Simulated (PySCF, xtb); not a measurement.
C₃H₅BO, SMILES C(#C)B(O)C. Other conformers were not sampled.

Harmonic wavenumbers (cm⁻¹) from GFN2-xTB in xtb at its own minimum, in rising order: 86, 130, 189, 307, 446, 453, 646, 675, 679, 702, 867, 868, 928, 1168, 1303, 1384, 1486, 1491, 2212, 3018, 3030, 3054, 3356, 3609.

Q: What does PBE0-D3(BJ)/def2-SVP (PySCF 2.14.0) give at its own minimum? (The exact figures need the calculation; the answer reports its results.)

A: 84, 155, 217, 341, 475, 511, 677, 684, 712, 766, 849, 880, 992, 1220, 1323, 1387, 1429, 1452, 2186, 3054, 3137, 3176, 3476, 3892. Paired by order, the mean absolute difference is 53 cm⁻¹ and the zero-point energies are 45.9 and 47.3 kcal/mol.
